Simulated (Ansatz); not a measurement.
`[NH2][Zn][CH2]C=O` at its PBE0-D4/def2-TZVP geometry, where that method's forces vanish. Charge 0, multiplicity 1.

```xyz
10

N    -2.1489   -0.4495    1.4640
Zn   -0.7886   -0.2730    0.2765
C     0.5548   -0.1016   -1.1311
C     1.7179    0.6152   -0.5837
O     1.8779    1.8116   -0.6059
H    -2.1809   -1.2694    2.0521
H    -2.4127    0.3524    2.0179
H     0.8161   -1.1122   -1.4547
H     0.0851    0.4617   -1.9409
H     2.4793   -0.0350   -0.0944
```

Problem. What forces (eV/Å) does ωB97M-V/def2-TZVPP give on these atoms in the Gaussian-basis code of Ansatz? (Estimate.)

Solution. Computed: 
```
N1   0.034  0.003  0.072
Zn2  0.018  0.017 -0.059
C3  -0.221 -0.118 -0.072
C4   0.192 -0.119  0.069
O5   0.003  0.083  0.006
H6  -0.036  0.050 -0.008
H7  -0.021 -0.059 -0.007
H8   0.010  0.101 -0.004
H9   0.076 -0.044  0.043
H10 -0.055  0.086 -0.039
```
